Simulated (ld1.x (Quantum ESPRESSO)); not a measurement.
# What one change does to a pseudopotential (Pt, ultrasoft)

ld1.x (Quantum ESPRESSO) 7.5 input, shortened:

```
&input
   title='Pt', zed=78., rel=1, dft='BLYP', iswitch=3,
   config='[Xe] 4f14 5d9.5 6s0.5 6p0'
 /
 &inputp
   pseudotype=3, tm=.true., lloc=-2, rcloc=1.30,
   nlcc=.false.,
   which_augfun='PSQ', rmatch_augfun_nc=.true.
 /
6
6S  1  0   0.50   0.00  2.30  2.45  0.0
6S  1  0   0.00   0.05  2.30  2.45  0.0
6P  2  1   0.00   0.00  3.55  4.70  0.0
6P  2  1   0.00   1.55  3.55  4.70  0.0
5D  3  2   9.50   0.00  1.25  1.50  0.0
5D  3  2   0.00   3.70  1.25  1.50  0.0
 &test
   configts(1)='5d9.5 6s0.5 6p0'
 /
```

All-electron outer shells of the reference configuration (BLYP, scalar-relativistic, ld1.x):

| shell | level (eV) | outermost node (bohr) | outermost maximum (bohr) |
| --- | --- | --- | --- |
| 4f | -68.72 | – | 0.38 |
| 5p | -54.78 | 0.53 | 0.98 |
| 6s | -5.29 | 1.14 | 2.41 |
| 5d | -5.19 | 0.57 | 1.28 |
| 6p | -0.75 | 1.37 | 3.88 |

Change: waves 6s (bound): rcut 2.30, rcutus 2.66 bohr; 6s channel at 0.05 Ry: rcut 2.30, rcutus 2.66 bohr.

Cutoffs: the cutoffs (Ry, on a coarse ladder) from which the occupation-weighted sum of valence levels, in a spherical-Bessel basis at the reference potential, stays within 10 and 1 mRy of its value at 400 Ry; they do not see the model core or the augmentation charge, which bear on the density cutoff. Errors are all-electron minus pseudo energies relative to the spin-unpolarised reference configuration.

**Question.** How do hardness, ghosts and transferability respond?

**Answer.** The potential gets neither clearly harder nor softer (50 Ry and 80 Ry → 50 Ry and 80 Ry); both files keep a bound ghost (s); of the 6 tests that both files solve, the error grows in 3 and shrinks in 1 by more than 15 % and 0.3 meV (median size 17.1 → 21.4 meV).

```csv
quantity,base,changed
"cutoff, loose",50 Ry,50 Ry
"cutoff, tight",80 Ry,80 Ry
bound ghosts,s,s
"tests counted (converged, no solver errors)",6 of 7,6 of 7
"error for 5d9 6s1 6p0, meV [ΔE 0.07 eV]",0.0,-1.7
"error for 5d9 6s0 6p0, meV [ΔE 9.31 eV]",+7.1,+7.2
"error for 5d8 6s0 6p0, meV [ΔE 29.19 eV]",+8.7,+13
"error for 5d7 6s0 6p0, meV [ΔE 61.29 eV]",-43,-33
"error for 5d8 6s1 6p0, meV [ΔE 11.11 eV]",-25,-30
"error for 5d6 6s0 6p0, meV [ΔE 106.82 eV]",-203,-186
s: phases at 5.08 bohr within 0.05 rad from the reference energy up to (Ry; the scan ends near 5),2.6,2.6
p: phases at 5.08 bohr within 0.05 rad from the reference energy up to (Ry; the scan ends near 5),0.2,0.2
d: phases at 5.08 bohr within 0.05 rad from the reference energy up to (Ry; the scan ends near 5),to the end of the scan,to the end of the scan
lowest overlap eigenvalue by channel,"s 0.28, p 0.76, d 0.87","s 0.21, p 0.76, d 0.87"
```

Base: Tests not counted: 5d9 6s0 6p1 (solver errors, printed error -2.4 eV). Changed file: Tests not counted: 5d9 6s0 6p1 (solver errors, printed error -2.4 eV). A true bound ghost makes a file unfit for plane-wave use even where its test errors are small: the radial tests pick states by their node count and pass the ghost by. Where a test does run into it, the solver fails or the error is huge.
